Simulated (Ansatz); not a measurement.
Z-matrix (Å, degrees):
```
Si
N 1 1.751
H 1 1.486 2 109.8
H 1 1.481 2 108.6 3 120.7
H 1 1.486 2 109.8 3 -118.7
Si 2 1.756 1 120.4 3 59.2
B 2 1.409 1 122.4 3 -120.9
H 6 1.483 2 110.5 1 -119.3
H 6 1.487 2 107.5 1 -0.1
H 6 1.483 2 110.5 1 119.2
H 7 1.198 2 120.6 1 0.0
H 7 1.203 2 119.0 1 -180.0
```

The species carries charge 0 and has multiplicity 1.

Problem. List the B3LYP/def2-TZVPP orbital energies in eV (Ansatz 0.2.0). (Estimate.)

Solution. Computed: Occupied: -1799.46, -1799.41, -389.49, -183.73, -143.96, -143.92, -99.30, -99.27, -99.26, -99.25, -99.22, -99.22, -23.46, -15.45, -15.16, -13.15, -11.50, -10.91, -10.77, -9.70, -9.70, -9.43, -8.63, -8.22. Lowest empty: -0.90, -0.22, 0.88, 0.92, 0.97, 1.05, 1.51, 1.72.

B3LYP here is the variant with VWN-RPA as its local correlation; programs differ in this.
